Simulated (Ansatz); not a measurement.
Basis sets compared for (ZnSe)4 cube (Zn4Se4). Charge 0, multiplicity 1. Geometry PBE-D4/def2-SVP. Ansatz on 4 threads of Arm Neoverse V1 on a shared host; times are rough, and most runs start from earlier orbitals.

```xyz
8

Zn   -0.8506   -0.8190    1.1980
Se    1.5750   -0.8135    1.7171
Zn    0.8106    1.3069    0.6816
Se   -1.6337    1.5294    1.0407
Zn   -1.0735    0.5545   -1.1703
Se   -1.1892   -1.9175   -1.0000
Zn    1.1135   -1.0424   -0.7093
Se    1.2479    1.2016   -1.7578
```

The 6-31G sets use Cartesian d functions.

Binding counts from free atoms (Zn singlet, Se triplet) in the same basis, without a counterpoise term.

```tsv
level	functions	energy (Eh)	HOMO (eV)	LUMO (eV)	binding per atom (eV)	wall time
HF/STO-3G	144	-16523.5485	-4.82	1.99	2.48	88 s
HF/6-31G	232	-16708.2165	-9.45	-0.44	1.26	16 s
PBE-D4/def2-SVP	252	-16719.4575	-5.95	-3.39	2.45	9 s
PBE0-D4/def2-SVP	252	-16719.8757	-6.99	-2.72	2.41	25 s
```

(1) Estimate the rows for PBE-D4/def2-TZVP, PBE0-D4/def2-TZVP (with forces).

## Answers

(1) 
```json
{"level": "PBE-D4/def2-TZVP", "functions": "384", "energy (Eh)": "-16721.6711", "HOMO (eV)": "-6.14", "LUMO (eV)": "-3.63", "binding per atom (eV)": "2.22", "wall time": "19 s"}
{"level": "PBE0-D4/def2-TZVP (with forces)", "functions": "384", "energy (Eh)": "-16722.0534", "HOMO (eV)": "-7.10", "LUMO (eV)": "-2.90", "binding per atom (eV)": "2.23", "wall time": "69 s"}
```
